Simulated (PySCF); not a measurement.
Ga(Cl)2(SH) (Cl2GaHS), SMILES [SH][Ga]([Cl])[Cl].

The structure is a stationary point at B3LYP-D3(BJ)/def2-SVP. The structure was generated by enumeration; whether it is a known compound was not checked. The values are those of a single conformer.

All values below come from B3LYP-D3(BJ)/def2-SVP (PySCF).

Frequencies are harmonic and unscaled.

Q: Give all harmonic wavenumbers and intensities. (An estimate is asked for; the answer gives what the named calculation found.)

A: 
| mode | ν (cm⁻¹) | IR (km/mol) | moving atoms (share of kinetic energy) |
|---|---|---|---|
| 1 | 108 | 5.1 | S 44 %, Cl 35 %, Ga 17 % |
| 2 | 125 | 7.9 | Cl 74 %, Ga 17 %, S 8 % |
| 3 | 130 | 8.5 | Ga 60 %, Cl 26 %, S 14 % |
| 4 | 267 | 17.8 | H 96 % |
| 5 | 356 | 0.6 | Cl 60 %, S 38 % |
| 6 | 447 | 65.5 | Cl 42 %, Ga 42 %, S 14 % |
| 7 | 453 | 73.2 | Ga 43 %, Cl 40 %, S 17 % |
| 8 | 721 | 5.3 | H 93 % |
| 9 | 2669 | 1.3 | H 97 % |
